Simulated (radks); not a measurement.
Q: These are the eigenvalues of the occupied orbitals of an atom or ion with whole-number occupations (eV). All-electron calculation, scalar-relativistic Kohn-Sham, r2SCAN, spin-polarised, spherical densities, finite nucleus; meta-GGA in the generalised Kohn-Sham scheme; Fermi nuclear charge, rms radius of each element as measured or else 0.836 A^(1/3) + 0.57 fm. Program: a radial shooting solver on a logarithmic mesh with Libxc functionals.

1s up: -55574.52
1s down: -55574.50
2s up: -9323.800
2s down: -9323.794
2p up: -8257.660
2p down: -8257.646
3s up: -2096.528
3s down: -2094.933
3p up: -1769.065
3p down: -1767.468
3d up: -1353.173
3d down: -1351.942
4s up: -425.1409
4s down: -421.6562
4p up: -316.8795
4p down: -313.4076
4d up: -170.0125
4d down: -166.5361
5s up: -59.0823
5s down: -57.4905
5p up: -33.7743
5p down: -32.6915
4f up: -10.7766
6s up: -9.4665
4f down: -7.7011

Which element is it, and in what charge state? The configuration may be excited. Open shells, if any, are filled with parallel spins first.

A: Z = 67, holmium, charge +1: Ho+ in [Xe] 4f11 6s1. The list shows which subshells hold electrons but not how many an open one holds; the 1s level, -2042.3 hartree, gives Z - s = 63.9 by -(Z - s)^2/2, which with screening and relativity narrows Z to a few neighbours, and the depths of the outer levels then fix element, charge and occupations together.
